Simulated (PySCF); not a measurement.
First SCF of a structure search on triplet ReN₂⁻, at a hand-made linear geometry. PySCF input:

```python
from pyscf import gto, scf, dft
mol = gto.M(atom='''
Re     0.000000     0.000000     0.000000
N      0.000000     0.000000     1.790000
N      0.000000     0.000000    -1.790000''',
    basis={'Re': 'def2-SVPD', 'N': 'def2-SVPD'},
    ecp={'Re': 'def2-SVPD'},
    charge=-1, spin=2)
mf = dft.UKS(mol, xc='PBE0')
mf.grids.atom_grid = (50, 194)
aux = {'Re': 'def2-universal-JKFIT', 'N': 'def2-universal-JKFIT'}
mf = mf.density_fit(auxbasis=aux)
mf.conv_tol = 1e-08
mf.diis_space = 10
mf.max_cycle = 60
mf.init_guess = 'minao'
mf.verbose = 4
mf.kernel()
```

Excerpt of the output (cycles alone):

```
init E= -175.060979903603
cycle= 1 E= -187.032997539298  delta_E=  -12  |g|= 0.76  |ddm|=  5.8
cycle= 2 E= -183.112454761967  delta_E= 3.92  |g|= 2.39  |ddm|= 3.86
cycle= 3 E= -187.318133203333  delta_E= -4.21  |g|= 0.465  |ddm|= 2.83
cycle= 4 E= -187.441548343812  delta_E= -0.123  |g|= 0.0981  |ddm|=  1.2
cycle= 5 E= -187.449767599919  delta_E= -0.00822  |g|= 0.0567  |ddm|= 0.239
cycle= 6 E= -187.452472639127  delta_E= -0.00271  |g|= 0.0252  |ddm|= 0.125
cycle= 7 E= -187.453112221726  delta_E= -0.00064  |g|= 0.00853  |ddm|= 0.0437
cycle= 8 E= -187.453220748324  delta_E= -0.000109  |g|= 0.00223  |ddm|= 0.0243
cycle= 9 E= -187.453226086455  delta_E= -5.34e-06  |g|= 0.00119  |ddm|= 0.0039
cycle= 10 E= -187.453228266659  delta_E= -2.18e-06  |g|= 0.000245  |ddm|= 0.00403
cycle= 11 E= -187.45322831027  delta_E= -4.36e-08  |g|= 1.07e-05  |ddm|= 0.000498
cycle= 12 E= -187.453228310391  delta_E= -1.21e-10  |g|= 1.87e-06  |ddm|= 4.39e-05
Extra cycle  E= -187.453228310362  delta_E= 2.95e-11  |g|= 7.59e-06  |ddm|= 7.76e-06
converged SCF energy = -187.453228310362  <S^2> = 3.1487842  2S+1 = 3.6871584
```

No lower solution of this spin was found from smeared starts or by a stability analysis within the unrestricted form.

Open d and f shells are described by one determinant, and the ground state may have another occupation or spin. With an element this heavy the missing spin–orbit coupling can shift these numbers.

The search for the lowest solution, 3 starts and the stability check together, took 9 s on 2 threads of a shared Arm Neoverse V2 host, with 75 basis functions; the process peaked at 0.34 GiB.
